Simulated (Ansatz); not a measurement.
Relaxation of C₂H₁₀OSi (14 atoms, charge 0, multiplicity 1), to a largest force component of 0.03 eV/Å in at most 50 steps.

Theory: RKS BLYP/def2-SVP (Ansatz).

```xyz
14
Properties=species:S:1:pos:R:3
Si -0.043 0.277 -0.260
H 1.391 0.379 -0.477
C -0.461 -1.285 0.725
C -0.896 0.285 -1.961
H -0.474 1.513 0.485
H 2.162 0.630 1.266
O 1.803 0.641 2.173
H -1.549 -1.347 0.932
H 0.087 -1.262 1.686
H -0.168 -2.199 0.167
H -1.999 0.247 -1.848
H -0.647 1.197 -2.543
H -0.589 -0.595 -2.564
H 1.382 1.521 2.218
```

Task: Where does it end, and by what steps?

Result: The run converged. After 12 steps the energy has fallen by 0.071 eV; H6 moved furthest, 0.42 Å.

```csv
step,energy less start (eV),largest force component (eV/Å),accepted
0,0.0000,1.092,yes
1,-0.0453,0.548,yes
2,-0.0338,0.703,no
3,-0.0598,0.444,yes
4,-0.0672,0.166,yes
5,-0.0698,0.075,yes
6,-0.0699,0.122,yes
7,-0.0699,0.119,yes
8,-0.0697,0.242,no
9,-0.0707,0.040,yes
10,-0.0707,0.044,yes
11,-0.0707,0.042,no
12,-0.0711,0.014,yes
```

```xyz
14
Properties=species:S:1:pos:R:3
Si -0.053 0.278 -0.380
H 1.425 0.355 -0.668
C -0.421 -1.238 0.697
C -0.996 0.264 -2.032
H -0.413 1.534 0.371
H 2.379 0.619 1.622
O 1.848 0.625 2.443
H -1.498 -1.301 0.956
H 0.167 -1.146 1.631
H -0.135 -2.180 0.186
H -2.093 0.240 -1.866
H -0.763 1.167 -2.633
H -0.726 -0.626 -2.638
H 1.279 1.410 2.313
```

Time of the run: 17 s on 2 threads of AMD EPYC 9R14 (Zen 4), with other jobs on the host, peak memory 0.15 GiB.
